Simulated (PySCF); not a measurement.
1-chloro-4-ethylbenzene, C8H9Cl.
Structure used (PBE0-D3(BJ)/def2-SVP), in Å, numbered top down from 1:
```xyz
18
C8H9Cl angstrom
C     -1.796    0.917   -0.884
C     -1.128   -0.135   -0.001
C      0.355    0.080    0.135
C      0.876    0.892    1.148
C      2.243    1.136    1.255
C      3.112    0.560    0.330
Cl     4.816    0.851    0.455
C      2.622   -0.253   -0.690
C      1.252   -0.484   -0.779
H     -2.879    0.739   -0.967
H     -1.371    0.908   -1.899
H     -1.647    1.928   -0.475
H     -1.591   -0.125    0.999
H     -1.314   -1.138   -0.418
H      0.198    1.343    1.878
H      2.641    1.767    2.052
H      3.315   -0.702   -1.404
H      0.872   -1.126   -1.579
```

Linear response at CAM-B3LYP/def2-SVPD (PySCF, frozen core in the response, non-relativistic).

Static isotropic polarisability: 108.12 au (16.02 Å³), principal values 72.3, 103.6, 148.5 au.

(1) What is the polarisability at 1064 nm and at the sodium D line?

(2) What is the isotropic C6 coefficient between two such molecules, C6 = (3/π)∫α(iω)² dω?

(3) Which effective excitation energy ω̄ makes London's formula C6 = (3/4)α²ω̄ exact here?

(4) How many electrons N does the Slater–Kirkwood formula C6 = (3/4)·√N·α^(3/2) need to give this C6?

(5) What molar refraction at the D line follows from R = (4π/3)·N_A·α′, with α′ the polarisability volume?

(6) The lowest 6 singlets have (eV, f): 5.22, 0.006; 5.83, 0.156; 6.47, 0.002; 6.79, 0.339; 6.84, 0.783; 7.04, 0.014. What share of the static polarisability do they carry in the sum over states α = Σ f/ω²?

## Answers

(1) 109.36 au at 1064 nm (+1.1 %), 112.38 au at 589.3 nm (+3.9 %). The rise at 589.3 nm is 3.44 times that at 1064 nm; a pure ω² law gives 3.26. The lowest singlet lies at 238 nm, shorter than both wavelengths.

(2) 4445 au (Eh·bohr⁶) by a ten-point quadrature over imaginary frequencies, which is 2660 eV·Å⁶ or 256 J·nm⁶/mol.

(3) ω̄ = 4·C6/(3α²) = 0.507 Eh = 13.8 eV. A one-pole form α(ω) = α/(1 − ω²/ω̄²) fitted to the 1064 nm value gives 10.9 eV.

(4) N = (4·C6/3)²/α³ = 27.8; the species has 74 electrons in all.

(5) α′ = 16.65 Å³ gives R = 42.01 cm³/mol, for isolated, non-vibrating species.

(6) 21.64 au, 20.0 % of α; the largest term, 12.40 au, is that of the state at 6.84 eV. Their oscillator strengths add up to 1.30. Higher states carry the rest.

One conformer stands for the species.
